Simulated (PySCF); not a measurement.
Zn(H)(OH) (H2OZn), SMILES [OH][ZnH]. Geometry optimised at PBE0-D3(BJ)/def2-TZVP.

Level of theory: PBE0-D3(BJ)/def2-TZVP (PySCF).

Harmonic wavenumbers (cm⁻¹): 471, 488, 666, 723, 1984, 3924. Rotational constants (GHz): 766.2, 10.62, 10.48; symmetry number 1.

Task: Work out the zero-point energy and the ideal-gas rigid-rotor harmonic-oscillator thermochemistry at 298.15 K and 1 atm.

Result: ZPE = ½ Σ hcν = ½ × 8257 cm⁻¹ = 49.39 kJ/mol. H − E(el) = 61.17 kJ/mol. Entropy in J/(mol K): translation 163.92, rotation 78.96, vibration 8.59, total 251.46. G − E(el) = -13.80 kJ/mol. Cp = 51.18 J/(mol K).
